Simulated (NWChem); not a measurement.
System: MoNHOF₂; SMILES [F][Mo](=[O])([F])=[NH]

Input file for NWChem:

```
start job
memory heap 200 mb stack 900 mb global 1100 mb
geometry units angstroms noautoz
  Mo     0.003889    -0.017667     0.000000
  O      0.749871     1.468981     0.000000
  N      1.234996    -1.206266     0.000000
  H      2.233529    -1.413746     0.000000
  F     -0.994315    -0.229470    -1.539506
  F     -0.994315    -0.229470     1.539506
end
basis spherical
  Mo library def2-svp
  O library def2-svp
  N library def2-svp
  H library def2-svp
  F library def2-svp
end
ecp
  Mo library def2-ecp
end
dft
  xc m06-2x
  iterations 150
  mulliken
end
task dft energy
```

Geometry: optimised at PBE0/def2-SVP. def2 effective core potentials on Mo; no spin-orbit coupling.

Problem. What results follow from this input? (M06-2X/def2-SVP with def2 effective core potentials on Mo.) Quantities: energy (Ha); highest occupied level (eV); orbital gap (eV); dipole (D).

Solution. 
```yaml
energy (Ha): -398.09
highest occupied level (eV): -10.47
orbital gap (eV): 8.74
dipole (D): 2.07
```
